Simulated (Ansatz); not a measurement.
C$_{2}$H$_{7}$BN (`CC[B]N`) radical at its PBE0-D4/def2-TZVP geometry, where that method's forces vanish. Charge 0, multiplicity 2.

| atom | x (Å) | y (Å) | z (Å) |
| --- | --- | --- | --- |
| C1 | 1.6069 | 0.3140 | -0.3099 |
| C2 | 0.2064 | -0.2619 | -0.5103 |
| B3 | -0.9415 | 0.5294 | 0.1932 |
| N4 | -2.0221 | 0.0101 | 0.8756 |
| H5 | 2.3602 | -0.2621 | -0.8530 |
| H6 | 1.6566 | 1.3482 | -0.6574 |
| H7 | 1.8887 | 0.3136 | 0.7459 |
| H8 | -0.0286 | -0.2688 | -1.5833 |
| H9 | 0.1857 | -1.3175 | -0.1968 |
| H10 | -2.1692 | -0.9828 | 1.0094 |
| H11 | -2.7431 | 0.5777 | 1.2865 |

Problem. For each bond, give half the difference of the two atoms' forces along it (eV/Å; positive pushes the atoms apart) under PBE-D4, r2SCAN-D4, B3LYP-D4, ωB97M-V in def2-TZVPP. (An estimate is asked.)

Solution. Computed: 
| bond | length (Å) | PBE-D4 | r2SCAN-D4 | B3LYP-D4 | ωB97M-V |
| --- | --- | --- | --- | --- | --- |
| C1–C2 | 1.527 | 0.04 | 0.16 | 0.21 | 0.18 |
| C1–H5 | 1.093 | 0.09 | -0.05 | -0.08 | -0.09 |
| C1–H6 | 1.092 | 0.11 | -0.04 | -0.06 | -0.08 |
| C1–H7 | 1.093 | 0.10 | -0.03 | -0.06 | -0.08 |
| C2–B3 | 1.562 | -0.14 | -0.08 | -0.02 | 0.05 |
| C2–H8 | 1.098 | 0.13 | -0.02 | -0.09 | -0.12 |
| C2–H9 | 1.101 | 0.17 | -0.01 | -0.04 | -0.08 |
| B3–N4 | 1.380 | 0.04 | 0.12 | 0.00 | 0.04 |
| N4–H10 | 1.013 | 0.28 | 0.01 | 0.04 | -0.03 |
| N4–H11 | 1.005 | 0.18 | -0.03 | -0.02 | -0.06 |

B3LYP here is the variant with VWN-RPA as its local correlation; programs differ in this.
